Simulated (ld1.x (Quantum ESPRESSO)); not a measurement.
N, RRKJ: configuration errors across variants

N, norm-conserving RRKJ (Kleinman–Bylander form), made with ld1.x (Quantum ESPRESSO) 7.5 (PBE, non-relativistic). Core [He], reference 2s2 2p3. Waves: 2s (bound): rc 1.00 bohr; 2p (bound): rc 1.10 bohr; 3d channel at 0.05 Ry: rc 0.85 bohr. Local part: the d channel. Core correction: Bessel-smoothed model core inside 0.65 bohr. rho0 = 0.01.

All-electron excitation energies from the reference (eV): (1) 2s2 2p2 13.597; (2) 2s2 2p1 42.456; (3) 2s2 2p0 89.541; (4) 2s1 2p0 167.310; (5) 2s2 2p2.5 5.096; (6) 2s2 2p3.3 -1.620; (7) 2s0 2p5 22.981.

Errors AE − PS in meV (a dash: test not solved or not reliable):

| change | (1) | (2) | (3) | (4) | (5) | (6) | (7) | bound ghosts |
| --- | --- | --- | --- | --- | --- | --- | --- | --- |
| base | +3.5 | +44 | +246 | +616 | +0.4 | 0.0 | +15 | none |
| wave 3d channel at 0.05 Ry: rc 0.85 bohr becomes 3d channel at 0.05 Ry: rc 0.58 bohr | +3.7 | +45 | +252 | +624 | +0.4 | 0.0 | +15 | none |
| wave 3d channel at 0.05 Ry: rc 0.85 bohr becomes 3d channel at 0.05 Ry: rc 0.70 bohr | +3.6 | +44 | +249 | +620 | +0.4 | 0.0 | +15 | none |
| wave 3d channel at 0.05 Ry: rc 0.85 bohr becomes 3d channel at 0.05 Ry: rc 0.80 bohr | +3.5 | +44 | +247 | +617 | +0.4 | 0.0 | +15 | none |
| wave 3d channel at 0.05 Ry: rc 0.85 bohr becomes 3d channel at 0.05 Ry: rc 1.00 bohr | +3.5 | +43 | +244 | +614 | +0.4 | 0.0 | +15 | none |
| wave 3d channel at 0.05 Ry: rc 0.85 bohr becomes 3d channel at 0.05 Ry: rc 1.16 bohr | +3.6 | +44 | +244 | +614 | +0.4 | 0.0 | +15 | none |
| wave 3d channel at 0.05 Ry: rc 0.85 bohr becomes 3d channel at 0.05 Ry: rc 1.28 bohr | +3.7 | +44 | +245 | +616 | +0.5 | 0.0 | +15 | none |

(1) Give the same row for: wave 3d channel at 0.05 Ry: rc 0.85 bohr becomes 3d channel at 0.05 Ry: rc 0.90 bohr.

## Answers

(1) +3.5, +43, +245, +615, +0.4, 0.0, +15; bound ghosts: none.
